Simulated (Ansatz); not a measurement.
Born–Oppenheimer molecular dynamics of H4O4Zr (9 atoms, charge 0, multiplicity 1). It starts from a relaxed structure.

Method: RHF/def2-SVP in Ansatz 0.2.0.

* ensemble: NVT, Nosé–Hoover chain
* time step: 0.5 fs
* steps asked: 150
* set temperature: 500 K
* thermostat: time constant 100 fs, chain length 5
* seed: 479442

First frame:

```xyz
9
Properties=species:S:1:pos:R:3
Zr -0.221 -0.213 0.085
O -0.252 0.019 2.007
H -0.269 0.134 2.938
O 1.613 -0.292 -0.527
H 2.502 -0.337 -0.825
O -1.119 1.280 -0.758
H -1.561 1.998 -1.169
O -1.127 -1.859 -0.380
H -1.569 -2.659 -0.595
```

Question: What does the run give?

Answer: All steps were run.

| Property | Result |
| --- | --- |
| steps done | 150 |
| time covered | 75 fs |
| mean temperature over the second half | 287 K |
| spread of the potential energy over the second half | 4.9 meV per atom |
| mean potential energy of the second half above the start | 25.2 meV per atom |

The conserved energy stayed within 0.16 meV per atom of its start (net change 0.14 meV per atom), so the integration is sound. The mean temperature of the second half is 43 % below the set value. A run of 0.075 ps of so small a system gives no equilibrium averages.

Question: What happens to the structure?

Answer: The same pairs are bonded in the first frame and the last. Pairs count as bonded within 1.25 times the sum of covalent radii (0.12 Å more for H–H). Another seed would give other details.

Question: How do temperature and energy run in time?

Answer: 
```tsv
time (fs)	T (K)	potential energy less start (eV)	conserved less start (meV/atom)
0	500	0.000	0.00
2.5	465	0.033	0.09
5	412	0.080	0.10
7.5	381	0.108	0.01
10	296	0.186	0.12
12.5	251	0.227	0.09
15	236	0.240	0.03
17.5	193	0.281	0.14
20	203	0.271	0.06
22.5	198	0.276	0.05
25	160	0.313	0.14
27.5	160	0.312	0.03
30	119	0.350	0.08
32.5	91	0.377	0.14
35	125	0.346	0.02
37.5	142	0.333	0.11
40	210	0.273	0.10
42.5	297	0.196	0.01
45	318	0.181	0.12
47.5	357	0.150	0.07
50	358	0.152	0.01
52.5	293	0.216	0.14
55	280	0.231	0.05
57.5	253	0.258	0.04
60	220	0.293	0.16
62.5	270	0.250	0.03
65	295	0.231	0.06
67.5	305	0.228	0.14
70	347	0.194	0.01
72.5	311	0.233	0.08
75	257	0.287	0.14
```

Run time: 6.4 min on 1 thread of Arm Neoverse V1, on a shared host, peak memory 0.2 GiB.
